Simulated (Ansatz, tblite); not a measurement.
Removing and adding an electron: Ge17H24, a nanocrystal cut from cubic germanium. Total charge 0; singlet. Geometry: r2SCAN-D4/def2-SVP. Ansatz, gas phase; energy differences of separate SCF runs; the oxidised species was run as a doublet alone; the reduced species was run as a doublet alone.

```
atom   x (Å)   y (Å)   z (Å)
 Ge1   0.953  -0.294  -4.531
 Ge2   2.270  -2.261  -0.665
 Ge3  -0.267   3.272   2.596
 Ge4   1.474  -0.289   2.633
 Ge5   0.489   1.363  -0.841
 Ge6  -1.576  -1.882  -1.809
 Ge7  -2.347   0.033   1.632
 Ge8  -0.636  -3.552   1.645
 Ge9   1.038   1.724  -3.185
Ge10   0.387   3.530   0.269
Ge11   2.128  -0.033   0.299
Ge12  -1.090  -1.551  -4.168
Ge13   0.061  -3.273  -0.669
Ge14   1.369   1.879   3.729
Ge15  -2.451   2.213   2.705
Ge16  -0.701  -1.379   2.737
Ge17  -1.692   0.283  -0.699
 H18   1.051   0.087  -6.023
 H19   2.169  -1.180  -4.201
 H20   3.205  -3.119   0.215
 H21   2.868  -2.224  -2.086
 H22  -0.329   4.658   3.276
 H23   2.517  -1.185   3.342
 H24  -2.952  -2.580  -1.683
 H25  -3.730  -0.657   1.695
 H26   0.348  -4.484   2.383
 H27  -2.035  -4.198   1.698
 H28   2.434   2.371  -3.298
 H29   0.013   2.729  -3.751
 H30   1.765   4.218   0.183
 H31  -0.633   4.424  -0.468
 H32   3.509   0.662   0.233
 H33  -1.001  -2.910  -4.891
 H34  -2.262  -0.765  -4.789
 H35   0.125  -4.655  -1.361
 H36   2.755   2.555   3.680
 H37   0.978   1.702   5.210
 H38  -2.885   2.054   4.176
 H39  -3.497   3.096   1.994
 H40  -1.100  -1.553   4.222
 H41  -2.722   1.174  -1.434
```

The xTB rows come from tblite. Single mean-field runs in def2-TZVP are fitted with def2-universal-jkfit. HOMO above LUMO, or a gap near zero within one spin, warns that the state may not be the lowest or that an electron is smeared out.

```
           level  −HOMO (eV)  vertical IE (eV)  −LUMO (eV)  vertical EA (eV)  HOMO–LUMO gap (eV)  IE − EA (eV)                                                                   remarks
        GFN2-xTB       10.04             11.50        5.98              4.51                4.06          6.99                                                                         –
PBE-D4/def2-TZVP        5.97              7.52        1.82              0.48                4.16          7.04  HOMO above zero (-1 doublet), gap within one spin near zero (-1 doublet)
```

**Question.** Estimate the rows for GFN1-xTB, PBE0-D4/def2-TZVP.

**Answer.** 
| level | −HOMO (eV) | vertical IE (eV) | −LUMO (eV) | vertical EA (eV) | HOMO–LUMO gap (eV) | IE − EA (eV) | remarks |
| --- | --- | --- | --- | --- | --- | --- | --- |
| GFN1-xTB | 11.77 | 13.00 | 8.73 | 7.29 | 3.04 | 5.71 | – |
| PBE0-D4/def2-TZVP | 6.86 | 7.94 | 1.12 | 0.23 | 5.74 | 7.71 | HOMO above zero (-1 doublet) |

   A HOMO above zero means that the electron is unbound at that level or that self-interaction error raises the level; the energy of removing that electron tells which. Raw xTB energy differences between charge states are shifted by several eV; the methods need an empirical correction for them. Sets without diffuse functions give affinities that are too small.
